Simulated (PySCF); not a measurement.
# Fractional electron number in Ir (iridium, neutral)

The 6s beta orbital of [Xe] 4f14 5d7 6s2 is emptied in steps (occupation f), with all orbitals relaxed, ending at [Xe] 4f14 5d7 6s1. All numbers are calculated (PySCF 2.14, scalar relativity through the core potential, in def2-SVP with the def2 core potential (60 electrons)). The exact energy is a straight line in f; departures are measured from the line between the end points of the same method.

Q: Among PBE0, r2SCAN, LC-wPBE, which shows the largest delocalisation error (convex curve), and which is closest to linear?

A: Most convex: r2SCAN (-0.704 eV at f = 0.4); closest to linear: LC-wPBE (0.006 eV).

```
  f  PBE0 (eV)  r2SCAN (eV)  LC-wPBE (eV)
  1      0.000        0.000         0.000
0.8     -0.375       -0.470         0.008
0.6     -0.565       -0.705         0.010
0.4     -0.569       -0.704         0.006
0.2     -0.381       -0.466         0.000
  0      0.000        0.000         0.000
```

| method | E(f=0) − E(f=1) (eV) | −ε at f=1 (eV) | −ε at f=0.4 (eV) |
| --- | --- | --- | --- |
| PBE0 | 8.640 | 6.306 | 9.097 |
| r2SCAN | 8.670 | 5.736 | 9.268 |
| LC-wPBE | 8.345 | 8.393 | 8.313 |

Reference removal energy between the ground levels: 8.967 eV (measured; NIST Atomic Spectra Database, ionization energies). The calculation has no spin-orbit coupling.
